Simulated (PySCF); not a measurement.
**Field gradients at the hydrogen positions**

C7H13O2P.
Numbering: `[CH2:1]=[CH:2][P@@:3]1(=[O:4])[CH2:5][CH2:6][CH2:7][C@@H:8]1[O:9][CH3:10]` (hydrogens: H11, H12 on C1; H13 on C2; H14, H15 on C5; H16, H17 on C6; H18, H19 on C7; H20 on C8; H21, H22, H23 on C10)

Cartesian coordinates in Å at the GFN2-xTB level; atoms count from 1:
```
atom  x, y, z in Å
C1    -2.027   -2.329    0.885
C2    -1.322   -1.223    1.042
P3    -0.840   -0.261   -0.420
O4    -1.319   -0.807   -1.695
C5    -1.287    1.503   -0.079
C6     0.040    2.254   -0.153
C7     1.101    1.354    0.478
C8     1.015    0.009   -0.236
O9     1.615    0.122   -1.499
C10    1.855   -1.116   -2.125
H11   -2.337   -2.954    1.708
H12   -2.321   -2.636   -0.107
H13   -1.002   -0.868    2.012
H14   -1.740    1.600    0.909
H15   -2.003    1.835   -0.830
H16   -0.015    3.219    0.352
H17    0.311    2.417   -1.198
H18    2.099    1.776    0.363
H19    0.892    1.214    1.541
H20    1.495   -0.796    0.343
H21    2.321   -0.887   -3.082
H22    2.536   -1.731   -1.522
H23    0.927   -1.667   -2.291
```

Level: PBE0/pcSseg-1 (PySCF, non-relativistic); Q(2H) = 0.00286 b; rigid geometry, the same for H and D, with no vibrational averaging.

**Question.** Rank these positions by the coupling χzz of a deuteron there, largest first.
A. H21 (methyl hydrogen)
B. H13 (vinylic hydrogen)
C. H17 (methylene hydrogen)
D. H12 (vinylic hydrogen)
E. H23 (methyl hydrogen)
F. H20 (methine hydrogen)

**Answer.** B (222 kHz), D (217 kHz), A (207 kHz), C (201 kHz), E (193 kHz), F (189 kHz).

**Question.** Tabulate Vzz, the asymmetry η and χzz = 234.96 MHz × Q × Vzz for every hydrogen position.

**Answer.** 
```json
{"atom": "H11", "bonded to": "C1", "bond length (Å)": "1.079", "Vzz (au)": "0.3321", "η": "0.02", "χzz (kHz)": "223"}
{"atom": "H12", "bonded to": "C1", "bond length (Å)": "1.079", "Vzz (au)": "0.3228", "η": "0.03", "χzz (kHz)": "217"}
{"atom": "H13", "bonded to": "C2", "bond length (Å)": "1.081", "Vzz (au)": "0.3308", "η": "0.05", "χzz (kHz)": "222"}
{"atom": "H14", "bonded to": "C5", "bond length (Å)": "1.091", "Vzz (au)": "0.3085", "η": "0.01", "χzz (kHz)": "207"}
{"atom": "H15", "bonded to": "C5", "bond length (Å)": "1.090", "Vzz (au)": "0.3097", "η": "0.02", "χzz (kHz)": "208"}
{"atom": "H16", "bonded to": "C6", "bond length (Å)": "1.091", "Vzz (au)": "0.3076", "η": "0.01", "χzz (kHz)": "207"}
{"atom": "H17", "bonded to": "C6", "bond length (Å)": "1.091", "Vzz (au)": "0.2993", "η": "0.02", "χzz (kHz)": "201"}
{"atom": "H18", "bonded to": "C7", "bond length (Å)": "1.090", "Vzz (au)": "0.3076", "η": "0.02", "χzz (kHz)": "207"}
{"atom": "H19", "bonded to": "C7", "bond length (Å)": "1.092", "Vzz (au)": "0.3046", "η": "0.01", "χzz (kHz)": "205"}
{"atom": "H20", "bonded to": "C8", "bond length (Å)": "1.102", "Vzz (au)": "0.2806", "η": "0.09", "χzz (kHz)": "189"}
{"atom": "H21", "bonded to": "C10", "bond length (Å)": "1.088", "Vzz (au)": "0.3074", "η": "0.07", "χzz (kHz)": "207"}
{"atom": "H22", "bonded to": "C10", "bond length (Å)": "1.098", "Vzz (au)": "0.2893", "η": "0.09", "χzz (kHz)": "194"}
{"atom": "H23", "bonded to": "C10", "bond length (Å)": "1.092", "Vzz (au)": "0.2867", "η": "0.08", "χzz (kHz)": "193"}
```

**Question.** How does χzz go with the bond length over the 13 C–H bonds?

**Answer.** A straight-line fit has a slope of -14.5 kHz for each 0.01 Å, with a correlation coefficient of -0.94, over lengths from 1.079 to 1.102 Å. The longer bonds have the smaller couplings here.

**Question.** Give the 2H NMR doublet splittings at H17 for a magnetic field along the z, y and x axes of the gradient: 3χ/2, 3χ(1 + η)/4, 3χ(1 − η)/4.

**Answer.** With |χ| = 201.1 kHz and η = 0.017: 302, 153 and 148 kHz, to first order and without motion.

Isolated species at its GFN2-xTB geometry (one conformer only). GFN2-xTB bond lengths can be off by several hundredths of an ångström, more for odd bonds, and the gradients follow them. With so small a basis the couplings can be 20 % off.
